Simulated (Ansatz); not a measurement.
Consider the redistribution: `B[SiH2]B` + `CB([SiH3])S` → `BB([SiH3])S` + `B[SiH2]C`.

Program: Ansatz. Geometries: PBE0-D4/def2-TZVP. ΔE: electronic, gas phase. CCSD(T)/CBS adds triple-zeta CCSD(T) − MP2 to the extrapolated MP2 energy (def2 sets, frozen cores). DFT in def2-TZVPP. B3LYP here is the variant with VWN-RPA as its local correlation; programs differ in this. HSE06 is defined as in plane-wave codes. Each species was taken in one conformer, which may not be the lowest.

```
             level  ΔE (kJ/mol)  difference from CCSD(T)/CBS
       LDA (SPW92)         -4.4                          3.0
            PBE-D4         -6.0                          1.4
         revPBE-D4         -5.6                          1.8
         r2SCAN-D4         -9.1                         -1.7
            B97M-V        -10.1                         -2.7
           PBE0-D4         -7.7                         -0.3
          B3LYP-D4        -10.1                         -2.7
        r2SCANh-D4         -9.3                         -1.9
        r2SCAN0-D4         -9.5                         -2.1
          HSE06-D4         -7.8                         -0.4
          BHLYP-D4        -11.6                         -4.2
      CAM-B3LYP-D4        -11.2                         -3.8
           ωB97M-V        -10.9                         -3.5
            B2PLYP        -10.0                         -2.6
          PBE-QIDH         -8.5                         -1.1
               PBE         -6.4                          1.0
            revPBE         -7.1                          0.3
              BLYP         -9.8                         -2.4
            r2SCAN         -9.2                         -1.8
              PBE0         -8.1                         -0.7
           r2SCANh         -9.5                         -2.1
           r2SCAN0         -9.7                         -2.3
             HSE06         -8.1                         -0.7
             BHLYP        -12.1                         -4.7
         CAM-B3LYP        -11.6                         -4.2
           LC-ωPBE        -10.7                         -3.3
RPA@PBE/def2-TZVPP         -4.7                          2.7
       HF/def2-SVP         -5.5                          1.9
      MP2/def2-SVP         -0.6                          6.8
     CCSD/def2-SVP          0.7                          8.1
  CCSD(T)/def2-SVP          1.7                          9.1
    MP2/def2-TZVPP         -8.9                         -1.5
SCS-MP2/def2-TZVPP         -9.2                         -1.8
   CCSD/def2-TZVPP         -7.4                          0.0
CCSD(T)/def2-TZVPP         -6.3                          1.1
    MP2/def2-QZVPP         -9.7                         -2.3
SCS-MP2/def2-QZVPP        -10.1                         -2.7
      HF/CBS(def2)        -12.9                         -5.5
     MP2/CBS(def2)        -10.0                         -2.6
    CCSD/CBS(def2)         -8.5                         -1.1
       CCSD(T)/CBS         -7.4                            0
```

Largest T1 diagnostic among the species: 0.016.

In def2-TZVPP, CCSD(T) changes the Hartree–Fock value by +6.0 kJ/mol (the triples alone add +1.2 kJ/mol) and MP2 by +3.4 kJ/mol. At CCSD(T), def2-SVP lies +9.0 kJ/mol from the extrapolated value and def2-TZVPP +1.1 kJ/mol. Leaving LDA and LC-ωPBE aside and taking each functional with its dispersion term where it has one, the values spread over 6.0 kJ/mol, from BHLYP-D4 to revPBE-D4.
